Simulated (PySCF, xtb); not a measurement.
C3H6N2Si, SMILES C(=N\[SiH3])/CC#N.

GFN2-xTB (xtb) at its own geometry gives an orbital gap of 2.97 eV and a dipole moment of 3.13 D.

The structure is a stationary point at ωB97X-D3(BJ)/def2-SVP. The structure was generated by enumeration; whether it is a known compound was not checked. Other conformers were not sampled.

### Question
What does PySCF with r2SCAN/def2-TZVP give? (The exact figures need the calculation; the answer reports its results.)

### Answer
gap 4.39 eV (levels -6.68 and -2.30 eV), dipole 3.12 D.
